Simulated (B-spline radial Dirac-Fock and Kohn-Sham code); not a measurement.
## Auger decay of the 1s hole in Hf³⁺

System: Hf³⁺ in the configuration [Xe] 4f14 5d1, inside a Watson sphere of charge -3 and radius 1.8 Å (a model of the Madelung potential; inside it an electron's potential energy is raised by 24.0 eV).

These are calculated numbers from a radial B-spline solver; the model is independent-particle radiative and Coulomb Auger rates from relativistic LDA hole-state orbitals, with Dirac-Fock energies. Kinetic energies are configuration averages from the vacuum level; the two-hole energies are estimated from single-hole states. The rates lack the Breit term, which in heavy atoms raises K-L1L1 and K-L1L2.

```
transition  kinetic energy (eV)  width (meV)  share (%)
    K-L1L1              42564.5          117        7.6
    K-L1L2              43111.7          162       10.6
    K-L2L2              43585.2         17.9        1.2
    K-L1L3              44303.9          154       10.1
    K-L2L3              44798.1          362       23.7
    K-L3L3              45987.4          150        9.9
    K-L1M1              51369.3         45.5        3.0
    K-L1M2              51595.7         35.4        2.3
    K-L1M3              51858.2         34.2        2.2
    K-L2M1              51901.5         25.8        1.7
    K-L2M3              52393.0         67.4        4.4
    K-L3M1              53081.8         24.2        1.6
    K-L3M2              53310.7         62.3        4.1
    K-L3M3              53576.5         56.8        3.7
    K-L2N3              54169.3         14.9        1.0
    K-L3N2              55287.8         13.9        0.9
```

The listed channels hold 88 % of the non-radiative rate. Summed by principal shells, of 1.53 eV in all: KLL 63.1 %, KLM 26.1 %, KLN 5.9 %, KMM 2.6 %, KMN 1.2 %, KLO 0.8 %.
